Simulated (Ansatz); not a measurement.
The same ligand exchange along the group B, Al, Ga, In.

Isolated molecules relaxed with PBE0-D4/def2-TZVP in Ansatz; ΔE leaves out vibrations. CCSD(T)/CBS is the MP2 limit (def2-TZVPP, def2-QZVPP) plus CCSD(T) − MP2 in def2-TZVPP, frozen cores. This one scheme is used for every species. DFT in def2-TZVPP. Elements past krypton have def2 core potentials. For Ga, In outer-core shells are correlated without core-valence functions, which leaves a few kJ/mol of doubt a bond. Scalar relativity is left out up to krypton.

| reaction | PBE-D4 (kJ/mol) |
| --- | --- |
| `BC#N` + `[SiH3]N[SiH3]` → `BN([SiH3])[SiH3]` + `C#N` | -74 |
| `N#[C][AlH2]` + `[SiH3]N[SiH3]` → `[AlH2][N]([SiH3])[SiH3]` + `C#N` | -37 |
| `N#[C][GaH2]` + `[SiH3]N[SiH3]` → `[SiH3][N]([SiH3])[GaH2]` + `C#N` | -15 |
| `N#[C][InH2]` + `[SiH3]N[SiH3]` → `[SiH3][N]([SiH3])[InH2]` + `C#N` | 5 |

Q: Give the CCSD(T)/CBS values in the same order. (Estimate.)

A: Computed: -79, -37, -17, -1 kJ/mol.

Largest T1 diagnostic: 0.015, for `N#[C][InH2]`.
